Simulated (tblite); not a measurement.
Species: C6H8Cl (doublet state).
Structure used (GFN2-xTB), in Å, numbered top down from 1:
```
atom  x, y, z in Å
C1     1.5603    2.3070    0.2471
C2     1.5424    1.1922   -0.1890
C3     1.4685   -0.1889   -0.6505
C4     0.5716   -0.9533    0.2536
C5    -0.8477   -1.1856   -0.0846
C6    -1.7058    0.0139    0.3528
Cl7   -3.4251   -0.2567   -0.0438
H8     1.5975    3.2938    0.6012
H9     2.4834   -0.6031   -0.6356
H10    1.0954   -0.2045   -1.6780
H11    0.8895   -1.0951    1.2733
H12   -1.2210   -2.0767    0.4262
H13   -0.9723   -1.3205   -1.1620
H14   -1.3949    0.9220   -0.1627
H15   -1.6463    0.1636    1.4302
```

Computed values, GFN2-xTB/tblite, gas phase, harmonic and unscaled. This tight-binding method is rough: wavenumbers can miss measured ones by several per cent, in bad cases by 10 to 20. One conformer, not necessarily the lowest. Open shells enter through the occupations alone, without spin polarisation, and single modes of such species can be off by tens of per cent.

Harmonic wavenumbers (cm⁻¹): 29.3, 47.7, 77.4, 153.5, 232.4, 274.4, 309.2, 399.2, 419.5, 543.4, 637.0, 653.1, 715.6, 788.9, 888.3, 934.3, 974.3, 991.4, 1053.1, 1102.6, 1167.4, 1189.7, 1219.0, 1238.1, 1258.4, 1287.6, 1340.2, 1426.2, 1437.8, 1471.6, 2278.0, 2911.1, 2956.7, 2962.5, 2965.1, 2990.3, 2990.4, 3102.9, 3393.2.

A = 4241, B = 940.5, C = 809.3 MHz; mass 115.031 u (most abundant isotopes); point group C1, symmetry number 1; spin multiplicity 2.

Problem. Zero-point energy?

Solution. ½Σν̃ = 25405 cm⁻¹ = 72.64 kcal/mol.

Problem. Entropy at 200 K, 1 bar (ideal gas, RRHO, classical rotation)?

Solution. Translation 38.18, rotation 27.80, vibration 18.66, spin (R ln 2) 1.38: S = 86.0 cal/(mol K).

Problem. And Cp and H(200 K) − H(0)?

Solution. Cp = 24.72 cal/(mol K), of which vibrations give 16.77 (their classical limit is 39 R = 77.5); H(200 K) − H(0) = 3.42 kcal/mol without the zero-point energy, 1.83 from vibrations.

Problem. What must be added to the electronic energy to get the Gibbs energy at 200 K and 1 bar?

Solution. ZPE + [H(200 K) − H(0)] − T·S = 72.64 + 3.42 − 17.20 = 58.86 kcal/mol.

Problem. Blend soft modes into free rotors: weight 1/[1 + (100 cm⁻¹/ν̃)⁴] for the oscillator and the rest for a rotor with moment μB/(μ + B), μ = h/(8π²ν), B = 10⁻⁴⁴ kg m². What vibrational entropy results?

Solution. 16.09 cal/(mol K) in place of 18.66, which changes −T·S at 200 K by +0.51 kcal/mol.

Problem. Which modes carry the vibrational entropy at 200 K?

Solution. 29.3 cm⁻¹: 5.08; 47.7 cm⁻¹: 4.12; 77.4 cm⁻¹: 3.18; 153.5 cm⁻¹: 1.89; 232.4 cm⁻¹: 1.18; 274.4 cm⁻¹: 0.93 cal/(mol K); the other 33 give 2.27 together.

Problem. How do the functions run with temperature in this model?

Solution. 
| T (K) | S (cal/(mol K)) | Cp (cal/(mol K)) | H − H(0) (kcal/mol) | G − H(0) (kcal/mol) | ln q(vib) |
| --- | --- | --- | --- | --- | --- |
| 100 | 71.7 | 17.4 | 1.31 | -5.86 | 2.36 |
| 300 | 97.5 | 32.4 | 6.27 | -22.97 | 7.01 |
| 500 | 117.4 | 46.0 | 14.18 | -44.51 | 11.24 |
| 800 | 142.1 | 59.0 | 30.11 | -83.57 | 17.13 |
| 1000 | 155.9 | 64.7 | 42.51 | -113.40 | 20.73 |

q(vib) and H(0) count from the zero-point level.

Hindered rotation and anharmonicity are outside this model. Other conformers, if any are populated, would add a mixing term that is left out. The structure is chiral; the term R ln 2 for an equal mix with its mirror image is left out.
